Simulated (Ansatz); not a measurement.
System: TaO3 (charge 0, doublet). The spin state was set by rule; other spins were not relaxed. SMILES: [O]=[Ta](=[O])=[O]
Geometry: optimised at B3LYP-D3(BJ)/def2-TZVP (Ansatz, a program for electronic structure).

Computed values are from Ansatz. Cores are frozen in the correlated levels unless marked. UHF or UKS for open shells. No spin-orbit coupling. The frozen core is the preceding noble-gas configuration, with the filled d and f shells of earlier blocks. Past Kr the def2 sets carry scalar-relativistic core potentials. Basis-set limits of correlation are two-point, X^-3; Hartree-Fock from the larger set. [CCSD(T)-MP2]/basis is that difference in the basis named.

```json
{
 "atomisation energy De": "441.6 kcal/mol at RI-MP2/CBS(def2-TZVPPD,def2-QZVPPD)+[CCSD(T)-MP2]/def2-TZVPPD",
 "total_energy": "-282.1066 Eh at RI-MP2/CBS(def2-TZVPPD,def2-QZVPPD)+[CCSD(T)-MP2]/def2-TZVPPD",
 "dipole_moment": "6.27 D at CCSD(T)/def2-SVPD",
 "T1 diagnostic": "0.038 at CCSD/def2-TZVPPD"
}
```
